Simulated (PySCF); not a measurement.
Computed IR spectrum (relative IR intensity) of a molecule C2H7ClO2Si. Geometry: PBE0-D3(BJ)/def2-SVP. One conformer was computed; it need not be the lowest. Method: PBE0-D3(BJ)/def2-SVP run with PySCF 2.14.0. Frequencies are harmonic and unscaled.

| ν (cm⁻¹) | relative intensity |
|---|---|
| 181 | 10 |
| 248 | 4.1 |
| 282 | 9.1 |
| 322 | 9.1 |
| 341 | 16 |
| 388 | 2.2 |
| 542 | 29 |
| 752 | 22 |
| 789 | 9.1 |
| 812 | 3.6 |
| 840 | 56 |
| 878 | 65 |
| 950 | 21 |
| 1005 | 30 |
| 1124 | 2.6 |
| 1173 | 7.9 |
| 1195 | 100 |
| 1426 | 9.7 |
| 1453 | 2.2 |
| 2325 | 29 |
| 3031 | 12 |
| 3064 | 3.5 |
| 3083 | 6.1 |
| 3166 | 8.7 |
| 3929 | 34 |

### Question
Which structure fits?
A) CCO[SiH](O)Cl
B) OCC[Si@H](O)Cl
C) O[SiH](O)CCCl
D) COCO[SiH2]Cl

### Answer
A, CCO[SiH](O)Cl
